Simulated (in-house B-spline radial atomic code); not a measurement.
**V6+: [Ne] 3s2 3p5**

Computed with an all-electron radial atomic-structure program (B-spline basis): Dirac-Kohn-Sham PBEsol, spherical fractional occupations, Fermi nucleus of rms radius 3.6002 fm.

Screening seen three ways: the hydrogenic charge with the same mean radius, Z_r = [3n² - l(l+1)]/(2<r>), the one with the same energy, Z_e = n√(-2ε), and Slater's rules. Values are occupation-weighted means over j.

```
shell  electrons   ε (eV)  <r> (bohr)    Z_r    Z_e  Slater
   1s          2  -5467.8     0.06649  22.56  20.05   22.70
   2s          2  -712.54      0.3078  19.49  14.47   18.85
   2p          6  -613.57      0.2737  18.27  13.43   18.85
   3s          2  -167.73      0.8884  15.20  10.53   12.10
   3p          5  -140.25      0.9164  13.64   9.63   12.10
```

The least bound orbital is 3p3/2 at -139.9 eV, and it is also the most diffuse (<r> = 0.9183 bohr).

Spin-orbit splittings of the orbital energies (j = l + 1/2 above j = l - 1/2 when positive): 2p 7.101 eV, 3p 1.034 eV.

For the 1s electron the small component carries 0.679 % of the norm, the zero-frequency Breit interaction raises the level by 5.649 eV, self-energy by 2.702 eV, and vacuum polarisation lowers it by 0.2151 eV.
